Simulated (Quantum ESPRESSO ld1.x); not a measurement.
Species: Te II. Configuration: [Kr] 4d10 5s2 5p3. Calculated with ld1.x of Quantum ESPRESSO 7.5: Dirac Kohn-Sham, PBEsol, spin-unpolarised, spherical densities, point nucleus; open shells fill j = l - 1/2 first.

Spin-orbit splittings of the eigenvalues, e(l+1/2) - e(l-1/2), with zeta = 2 splitting/(2l+1) and mean radii in bohr:

| shell | occ. | splitting (eV) | zeta (eV) | <r> j=l-1/2 | <r> j=l+1/2 |
|---|---|---|---|---|---|
| 2p | 6 | 274.3 | 182.9 | 0.1008 | 0.1064 |
| 3p | 6 | 51.11 | 34.08 | 0.3124 | 0.3238 |
| 3d | 10 | 10.69 | 4.277 | 0.2948 | 0.2984 |
| 4p | 6 | 9.743 | 6.495 | 0.8016 | 0.8304 |
| 4d | 10 | ? | ? | 0.9644 | 0.9767 |
| 5p | 3 | 0.9331 | 0.6221 | 2.415 | 2.513 |

Estimate the 4d splitting.

Answer. 1.472 eV (zeta = 0.5886 eV).
